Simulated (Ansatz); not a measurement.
`C[BH][AlH][AlH2]` + `CCN` → `CC[NH][AlH2]` + `C[BH][AlH2]` at 500 K and 1 bar (cleavage of the Al–Al bond).

Calculated with Ansatz (gas phase, PBE0-D4/def2-TZVP geometries, no zero-point term in ΔE). CCSD(T)/CBS is the MP2 limit (def2-TZVPP, def2-QZVPP) plus CCSD(T) − MP2 in def2-TZVPP, frozen cores. Each species was taken in one conformer, which may not be the lowest.

```csv
species,CCSD(T)/CBS energy (Eh),H − E (kJ/mol),S (J/(mol·K))
`C[BH][AlH][AlH2]`,-551.02087,232.1,454.7
`CCN`,-135.01652,275.2,315.2
`CC[NH][AlH2]`,-377.65408,297.1,386.8
`C[BH][AlH2]`,-308.41859,199.0,364.4
```

H − E and S are ideal-gas, rigid-rotor, harmonic terms from PBE0-D4/def2-TZVP, for one conformer and one mirror image of each species. 1 Eh = 2625.50 kJ/mol, R = 8.31446 J/(mol·K).

Task: By hand: ΔE, ΔH, ΔS and ΔG.

Result: ΔE = (-377.65408) + (-308.41859) − (-551.02087) − (-135.01652) = -0.03528 Eh = -92.6 kJ/mol. Δ(H − E) = 297.1 + 199.0 − 232.1 − 275.2 = -11.2, so ΔH = -103.8 kJ/mol. ΔS = 386.8 + 364.4 − 454.7 − 315.2 = -18.7 J/(mol·K). ΔG = -103.8 − 500 × (-18.7)/1000 = -94.5 kJ/mol.

Task: By hand: the equilibrium constant, and the temperature at which ΔG would vanish if ΔH and ΔS stayed fixed.

Result: log₁₀ K = −ΔG/(RT ln 10) = 9.9. ΔG = 0 at ΔH/ΔS = 5551 K, far beyond where these terms or the molecules hold.

ΔH outweighs TΔS. A doubt of 5 kJ/mol in ΔE shifts log₁₀ K by 0.5 here. Other conformers and mirror images would add mixing entropy, several J/(mol·K) or more a flexible species. Modes under 60 cm⁻¹, often nearly free rotors, make the harmonic entropy too high. These are equilibria of isolated gas molecules and say nothing of rates. Largest T1 diagnostic: 0.013 (customary marks: 0.02 for closed shells, 0.045 for open ones).
